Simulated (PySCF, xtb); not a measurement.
C2H6F2OSi, SMILES COC(F)(F)[SiH3]. Other conformers were not sampled.

Harmonic wavenumbers (cm⁻¹) from GFN2-xTB run with xtb 6.7.1 at its own minimum, in rising order: 67, 105, 138, 159, 201, 284, 398, 473, 477, 561, 562, 720, 738, 739, 769, 909, 977, 1036, 1127, 1155, 1172, 1392, 1459, 1467, 2307, 2321, 2327, 2977, 2983, 3046.

### Question
What does PySCF with PBE-D3(BJ)/def2-SVP give at its own minimum? (The exact figures need the calculation; the answer reports its results.)

### Answer
81, 144, 147, 159, 204, 301, 396, 500, 501, 618, 618, 740, 867, 903, 905, 977, 993, 1073, 1120, 1169, 1213, 1404, 1406, 1431, 2186, 2204, 2204, 2975, 3067, 3110. Paired by order, the mean absolute difference is 50 cm⁻¹ and the zero-point energies are 47.2 and 48.1 kcal/mol.
